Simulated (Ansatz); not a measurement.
Au₃S⁺ (the lowest singlet isomer of a short search), 4 atoms. Hardware: 4 threads of Arm Neoverse V2 on a shared host.

In the def2 sets Au takes a core potential; there is no spin–orbit coupling. Correlated methods freeze 5 core orbitals; core or outer-core shells of Au are correlated, in sets that lack core-valence functions.

Question: How many basis functions does each of these Ansatz runs have, and roughly what does it cost? CCSD(T)/def2-TZVP, charge 1 singlet, energy, from earlier orbitals; PBE with 35 % exact exchange/def2-TZVP, charge 1 singlet, energy, from earlier orbitals; PBE with 15 % exact exchange/def2-TZVP, charge 1 quintet, energy, from earlier orbitals; PBE with 50 % exact exchange/def2-TZVP, charge 1 triplet, energy, from earlier orbitals; B2PLYP/def2-TZVP, charge 1 triplet, energy, from earlier orbitals; PBE0-D4/def2-SVP, charge 1 quintet, energy with a search over starts; B2PLYP/def2-TZVP, charge 1 quintet, energy, from earlier orbitals; PBE-D4/def2-TZVP, charge 1 unrestricted singlet, energy, from earlier orbitals; LDA (SPW92)/def2-TZVP, charge 1 singlet, energy, from earlier orbitals; PBE with 35 % exact exchange/def2-TZVP, charge 1 triplet, energy, from earlier orbitals; PBE0-D4/def2-TZVP, charge 0 doublet at the geometry of the charge 1 singlet, energy, from earlier orbitals; r2SCAN-D4/def2-TZVP, charge 1 singlet, energy, from earlier orbitals.

Answer: Other jobs shared the machine, so times can vary by a factor of up to 3. A dash marks memory too small to be measured apart from the calling script's.

```tsv
run	functions	fitting or Cholesky vectors	wall time	peak host memory (GiB)
LDA (SPW92)/def2-TZVP, charge 1 singlet, energy, from earlier orbitals	157	1335	0.85 s	–
PBE with 35 % exact exchange/def2-TZVP, charge 1 singlet, energy, from earlier orbitals	157	1652	2.2 s	–
PBE-D4/def2-TZVP, charge 1 unrestricted singlet, energy, from earlier orbitals	157	1335	2.6 s	–
r2SCAN-D4/def2-TZVP, charge 1 singlet, energy, from earlier orbitals	157	1335	3.6 s	–
PBE with 15 % exact exchange/def2-TZVP, charge 1 quintet, energy, from earlier orbitals	157	1347	4 s	0.61
PBE0-D4/def2-TZVP, charge 0 doublet at the geometry of the charge 1 singlet, energy, from earlier orbitals	157	1504	4.7 s	0.65
PBE0-D4/def2-SVP, charge 1 quintet, energy with a search over starts	114	1136	5 s	–
PBE with 50 % exact exchange/def2-TZVP, charge 1 triplet, energy, from earlier orbitals	157	1341	5.5 s	0.57
PBE with 35 % exact exchange/def2-TZVP, charge 1 triplet, energy, from earlier orbitals	157	1341	5.5 s	0.57
B2PLYP/def2-TZVP, charge 1 quintet, energy, from earlier orbitals	157	1341	7.5 s	0.57
B2PLYP/def2-TZVP, charge 1 triplet, energy, from earlier orbitals	157	1341	7.5 s	0.57
CCSD(T)/def2-TZVP, charge 1 singlet, energy, from earlier orbitals	157	1341	99 s	2.1
```
